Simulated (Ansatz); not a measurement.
`[SiH3][O][Cd][Cl]` + CH₃SH → `C[S][Cd][Cl]` + `O[SiH3]` at 400 K and 1 bar (ligand exchange at a Cd–O bond).

Gas-phase electronic energies from Ansatz, PBE0-D4/def2-TZVP geometries. CCSD(T)/CBS adds triple-zeta CCSD(T) − MP2 to the extrapolated MP2 energy (def2 sets, frozen cores). This one scheme is used for every species. Elements past krypton have def2 core potentials. For Cd outer-core shells are correlated without core-valence functions, which leaves a few kJ/mol of doubt a bond. Each species was taken in one conformer, which may not be the lowest.

```json
{"species": "`[SiH3][O][Cd][Cl]`", "CCSD(T)/CBS energy (Eh)": "-993.63708", "H − E (kJ/mol)": "108.9", "S (J/(mol·K))": "395.3"}
{"species": "CH₃SH", "CCSD(T)/CBS energy (Eh)": "-438.22835", "H − E (kJ/mol)": "138.7", "S (J/(mol·K))": "269.4"}
{"species": "`C[S][Cd][Cl]`", "CCSD(T)/CBS energy (Eh)": "-1065.19669", "H − E (kJ/mol)": "133.9", "S (J/(mol·K))": "384.2"}
{"species": "`O[SiH3]`", "CCSD(T)/CBS energy (Eh)": "-366.69042", "H − E (kJ/mol)": "120.0", "S (J/(mol·K))": "276.4"}
```

H − E and S are ideal-gas, rigid-rotor, harmonic terms from PBE0-D4/def2-TZVP, for one conformer and one mirror image of each species. 1 Eh = 2625.50 kJ/mol, R = 8.31446 J/(mol·K).

Q: By hand: ΔE, ΔH, ΔS and ΔG.

A: ΔE = (-1065.19669) + (-366.69042) − (-993.63708) − (-438.22835) = -0.02168 Eh = -56.9 kJ/mol. Δ(H − E) = 133.9 + 120.0 − 108.9 − 138.7 = 6.3, so ΔH = -50.6 kJ/mol. ΔS = 384.2 + 276.4 − 395.3 − 269.4 = -4.1 J/(mol·K). ΔG = -50.6 − 400 × (-4.1)/1000 = -49.0 kJ/mol.

Q: By hand: the equilibrium constant, and the temperature at which ΔG would vanish if ΔH and ΔS stayed fixed.

A: log₁₀ K = −ΔG/(RT ln 10) = 6.4. ΔG = 0 at ΔH/ΔS = 12341 K, far beyond where these terms or the molecules hold.

The number of gas molecules stays the same, so ΔS is small and ΔH decides. A doubt of 5 kJ/mol in ΔE shifts log₁₀ K by 0.7 here. Other conformers and mirror images would add mixing entropy, several J/(mol·K) or more a flexible species. Modes under 60 cm⁻¹, often nearly free rotors, make the harmonic entropy too high. These are equilibria of isolated gas molecules and say nothing of rates. Largest T1 diagnostic: 0.014 (customary marks: 0.02 for closed shells, 0.045 for open ones).
